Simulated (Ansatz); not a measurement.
The cluster Cu6Se3⁻, relaxed as a doublet with UKS PBE-D4/def2-SVP in Ansatz, starting from the GFN1-xTB geometry. Force threshold 0.03 eV/Å.

The relaxation made no stability test and no search for a lower SCF solution. No other spin state of charge -1 was run. The structure comes from a short search, and lower isomers may exist.

Start:

| atom | x (Å) | y (Å) | z (Å) |
| --- | --- | --- | --- |
| Cu1 | -0.118 | 0.330 | 1.697 |
| Cu2 | 1.292 | -1.158 | -0.069 |
| Cu3 | 0.750 | 1.440 | -0.608 |
| Cu4 | -1.752 | 0.870 | -0.230 |
| Cu5 | -0.451 | -0.470 | -1.851 |
| Cu6 | -1.245 | -1.501 | 0.252 |
| Se7 | 1.831 | -0.051 | -2.068 |
| Se8 | -0.626 | 2.509 | 0.970 |
| Se9 | 0.319 | -1.968 | 1.908 |

```tsv
step	energy (eV)	largest force component (eV/Å)	SCF passes
1	-463777.9293	0.535	32
2	-463778.0018	0.287	34
3	-463778.0240	0.026	35
```

Force components are those of the run's own axes.

End:

```xyz
9

Cu   -0.124    0.315    1.634
Cu    1.243   -1.114   -0.068
Cu    0.717    1.388   -0.589
Cu   -1.720    0.845   -0.238
Cu   -0.454   -0.469   -1.815
Cu   -1.230   -1.468    0.239
Se    1.856   -0.047   -2.088
Se   -0.619    2.538    0.989
Se    0.333   -1.987    1.935
```

By distances, no bond broke or formed. The bond that changes most is Cu5–Cu6, from 2.47 to 2.41 Å (atoms count from 1). The end is the same structure that another start reached.

No frequencies were taken in this run, so the end may be a saddle point.

Hardware: 4 threads of Arm Neoverse V2 on a shared host. Wall time 50 s, peak host memory 0.97 GiB.
